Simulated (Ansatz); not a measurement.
Geometry optimisation, Ansatz 0.2.0, DFT PBEsol, scalar-relativistic, plane waves, PAW.

input.yaml

```yaml
crystal:
  lattice:
    - [7.67918, 0.0, 0.0]
    - [0.0, 7.67918, 0.0]
    - [0.0, 0.0, 19.2555]
  atoms:
    - { symbol: H, position: [0.40939201, 0.0, 0.05193321] }
    - { symbol: H, position: [0.09060797, 0.0, 0.05193321] }
    - { symbol: H, position: [0.90939198, 0.0, 0.05193321] }
    - { symbol: H, position: [0.59060795, 0.0, 0.05193321] }
    - { symbol: H, position: [0.40939201, 0.49999998, 0.05193321] }
    - { symbol: H, position: [0.09060797, 0.49999998, 0.05193321] }
    - { symbol: H, position: [0.90939198, 0.49999998, 0.05193321] }
    - { symbol: H, position: [0.59060795, 0.49999998, 0.05193321] }
    - { symbol: Si, position: [0.24999999, 0.0, 0.09688141] }
    - { symbol: Si, position: [0.74999997, 0.0, 0.09688141] }
    - { symbol: Si, position: [0.24999999, 0.49999998, 0.09688141] }
    - { symbol: Si, position: [0.74999997, 0.49999998, 0.09688141] }
    - { symbol: Si, position: [0.24999999, 0.24999999, 0.16738075] }
    - { symbol: Si, position: [0.74999997, 0.24999999, 0.16738075] }
    - { symbol: Si, position: [0.24999999, 0.74999997, 0.16738075] }
    - { symbol: Si, position: [0.74999997, 0.74999997, 0.16738075] }
    - { symbol: Si, position: [0.0, 0.24999999, 0.23788009] }
    - { symbol: Si, position: [0.49999998, 0.24999999, 0.23788009] }
    - { symbol: Si, position: [0.0, 0.74999997, 0.23788009] }
    - { symbol: Si, position: [0.49999998, 0.74999997, 0.23788009] }
    - { symbol: Si, position: [0.0, 0.0, 0.30837942] }
    - { symbol: Si, position: [0.49999998, 0.0, 0.30837942] }
    - { symbol: Si, position: [0.0, 0.49999998, 0.30837942] }
    - { symbol: Si, position: [0.49999998, 0.49999998, 0.30837942] }
    - { symbol: Si, position: [0.24999999, 0.09690689, 0.37680143] }
    - { symbol: Si, position: [0.74999997, 0.09690689, 0.37680143] }
    - { symbol: Si, position: [0.24999999, 0.40309309, 0.35810548] }
    - { symbol: Si, position: [0.74999997, 0.40309309, 0.35810548] }
    - { symbol: Cl, position: [0.74999997, 0.40309309, 0.47131988] }
    - { symbol: Cl, position: [0.41666665, 0.30103102, 0.44015995] }
basis:
  ecutwfc: 420.0
kpoints:
  mp_grid: { grid: [2, 2, 1] }
hamiltonian:
  xc: pbesol
  pseudopotentials: { kind: paw, azcp: { folder: soft_1 } }
scf:
  occupations: { method: fermi_dirac, width: 0.02 }
  lower_state_search: "off"
relax:
  f_tol: 0.03
  max_steps: 60
  adjacent_minimum: "off"
  constraints: [{ sites: [0, 1, 2, 3, 4, 5, 6, 7, 8, 9, 10, 11] }]
output:
  write_density: true
  write_potential: true
  elf: true
  volumetric_format: npy
```

Command:

```bash
$ ansatz run input.yaml --threads 2 --pin off --max-ram 5120MiB --backend cpu --events-out ev --progress --plain --runs-dir out
```

**Question.** Where does it end, and by what steps?

**Answer.** The forces met the threshold. Limits of this set-up: coarse k mesh, thin slab, slab without dipole correction, no dispersion correction for a molecule that may bind weakly, PAW files made for another functional. After 14 steps the energy has fallen by 3.043 eV; Cl30 moved furthest, 1.80 Å. Parted: Si25–Cl30 (2.36 → 3.69 Å).

```
step  energy less start (eV)  largest force component (eV/Å)  accepted
   0                  0.0000                           2.084       yes
   1                 -1.1882                           1.326       yes
   2                 -1.7913                           0.738       yes
   3                 -2.1979                           0.769       yes
   4                 -2.5138                           0.535       yes
   5                 -2.6842                           0.360       yes
   6                 -2.7905                           0.355       yes
   7                 -2.8712                           0.290       yes
   8                 -2.9329                           0.232       yes
   9                 -2.9760                           0.517       yes
  10                 -3.0128                           0.392       yes
  11                 -3.0353                           0.210       yes
  12                 -2.9593                           0.397        no
  13                 -3.0426                           0.043       yes
  14                 -3.0432                           0.026       yes
```

```xyz
30
Lattice="7.6792 0.0000 0.0000 0.0000 7.6792 0.0000 0.0000 0.0000 19.2555" Properties=species:S:1:pos:R:3
H 3.144 0.000 1.000
H 0.696 0.000 1.000
H 6.983 0.000 1.000
H 4.535 0.000 1.000
H 3.144 3.840 1.000
H 0.696 3.840 1.000
H 6.983 3.840 1.000
H 4.535 3.840 1.000
Si 1.920 0.000 1.865
Si 5.759 0.000 1.865
Si 1.920 3.840 1.865
Si 5.759 3.840 1.865
Si 2.010 1.928 3.131
Si 5.875 1.908 3.171
Si 1.867 5.766 3.270
Si 5.707 5.755 3.239
Si 0.143 1.930 4.536
Si 3.925 1.930 4.433
Si -0.089 5.787 4.656
Si 3.794 5.765 4.639
Si -0.420 0.038 6.020
Si 3.783 0.100 5.865
Si -0.124 3.798 5.930
Si 3.818 3.759 5.897
Si 1.661 0.843 6.503
Si 5.495 0.611 7.495
Si 1.833 3.162 7.014
Si 5.674 3.023 7.140
Cl 5.759 3.946 9.009
Cl 1.968 3.493 9.054
```

Time of the run: 5.1 min on 2 threads of Arm Neoverse N1, with other jobs on the host, peak memory 1.5 GiB.
